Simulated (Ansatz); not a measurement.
Computed with r2SCAN-D4/def2-TZVP (Ansatz, a program for electronic structure). No frequencies were computed at this level.

Ansatz 0.2 input:
```yaml
crystal:
  periodic: [false, false, false]
  atoms:
    - { symbol: C, position_ang: [-0.117855, 0.002099, 0.003847] }
    - { symbol: S, position_ang: [1.486239, -0.026473, -0.04852] }
    - { symbol: H, position_ang: [-0.700633, -0.909624, 0.021654] }
    - { symbol: H, position_ang: [-0.66775, 0.933997, 0.023018] }
basis:
  gaussian: { orbitals: def2-tzvp }
hamiltonian:
  xc: r2scan
  dispersion: d4
relax:
  max_steps: 150
```

Output:

```
Functional definition: r2SCAN
529 factors; their error is unknown
mean field evaluation 1: about -11896.7917 eV, gradient 5.1e1 eV
mean field evaluation 2: about -11879.7591 eV, gradient 8.5e1 eV
mean field evaluation 4: about -11903.1149 eV, gradient 4.6e0 eV
mean field evaluation 8: about -11903.1744 eV, gradient 1.4e-1 eV
mean field evaluation 16: about -11903.1590 eV, gradient 3.4e-5 eV
mean field -11903.15904467 eV, -437.4330266408 hartree, gradient 5.6e-6 eV, S^2 0.000000; 0 other end points of the search recorded, 0 dependent functions left out
reference -11903.15905240 eV, -437.4330269247 hartree; 12, 12 occupied and 68, 68 virtual orbitals, 529 factors
relax step   1: F+E_penalty+E_count = -11903.16859251 eV  Δ(F+E_penalty+E_count) = +0.000e0 eV  max|allowed force component| = 3.924e-1 eV/Å  Δτ_max = 0.0000 Å  (30 SCF iters, accepted)
these checks for a lower state are left out or cut short: starts, cluster_reference, orbital_swaps, neighbouring_geometries, increment
529 factors; their error is unknown
mean field -11903.16207978 eV, -437.4331381788 hartree, gradient 6.3e-6 eV, S^2 0.000000; 0 other end points of the search recorded, 0 dependent functions left out
reference -11903.16208752 eV, -437.4331384631 hartree; 12, 12 occupied and 68, 68 virtual orbitals, 529 factors
relax step   2: F+E_penalty+E_count = -11903.17163026 eV  Δ(F+E_penalty+E_count) = -3.038e-3 eV  max|allowed force component| = 1.898e-1 eV/Å  Δτ_max = 0.0046 Å  (33 SCF iters, accepted)
these checks for a lower state are left out or cut short: starts, cluster_reference, orbital_swaps, neighbouring_geometries, increment
529 factors; their error is unknown
mean field evaluation 32: about -11903.1627 eV, gradient 2.5e-3 eV
mean field -11903.16273641 eV, -437.4331623096 hartree, gradient 6.3e-6 eV, S^2 0.000000; 0 other end points of the search recorded, 0 dependent functions left out
reference -11903.16274416 eV, -437.4331625942 hartree; 12, 12 occupied and 68, 68 virtual orbitals, 529 factors
relax step   3: F+E_penalty+E_count = -11903.17228918 eV  Δ(F+E_penalty+E_count) = -6.589e-4 eV  max|allowed force component| = 4.070e-2 eV/Å  Δτ_max = 0.0036 Å  (33 SCF iters, accepted)
these checks for a lower state are left out or cut short: starts, cluster_reference, orbital_swaps, neighbouring_geometries, increment
529 factors; their error is unknown
mean field -11903.16276068 eV, -437.4331632016 hartree, gradient 6.3e-6 eV, S^2 0.000000; 0 other end points of the search recorded, 0 dependent functions left out
reference -11903.16276843 eV, -437.4331634863 hartree; 12, 12 occupied and 68, 68 virtual orbitals, 529 factors
relax step   4: F+E_penalty+E_count = -11903.17231377 eV  Δ(F+E_penalty+E_count) = -2.459e-5 eV  max|allowed force component| = 1.677e-2 eV/Å  Δτ_max = 0.0008 Å  (33 SCF iters, accepted)
these checks for a lower state are left out or cut short: starts, cluster_reference, orbital_swaps, neighbouring_geometries, increment
529 factors; their error is unknown
mean field -11903.16276442 eV, -437.4331633391 hartree, gradient 6.3e-6 eV, S^2 0.000000; 0 other end points of the search recorded, 0 dependent functions left out
reference -11903.16277217 eV, -437.4331636237 hartree; 12, 12 occupied and 68, 68 virtual orbitals, 529 factors
relax step   5: F+E_penalty+E_count = -11903.17231758 eV  Δ(F+E_penalty+E_count) = -3.814e-6 eV  max|allowed force component| = 1.166e-4 eV/Å  Δτ_max = 0.0002 Å  (33 SCF iters, accepted)
529 factors; their error is unknown
mean field evaluation 64: about -11903.1781 eV, gradient 1.1e-1 eV
mean field -11903.16276442 eV, -437.4331633391 hartree, gradient 6.3e-6 eV, S^2 0.000000; 1 other end points of the search recorded, 0 dependent functions left out
reference -11903.16277217 eV, -437.4331636237 hartree; 12, 12 occupied and 68, 68 virtual orbitals, 529 factors
Total energy: -11903.17232533 eV, -437.4335146958 hartree
Atom 0 at    -0.109818     0.001956     0.003578 Å, force     0.000092    -0.000002     0.000097 eV/Å
Atom 1 at     1.493901    -0.026609    -0.048768 Å, force    -0.000113     0.000002    -0.000023 eV/Å
Atom 2 at    -0.708498    -0.910377     0.021912 Å, force     0.000009    -0.000117    -0.000037 eV/Å
Atom 3 at    -0.675583     0.935030     0.023277 Å, force     0.000013     0.000116    -0.000037 eV/Å
Dipole moment:    -0.367399     0.006544     0.011996 e Å
```

Cost: very roughly 6 core-seconds.
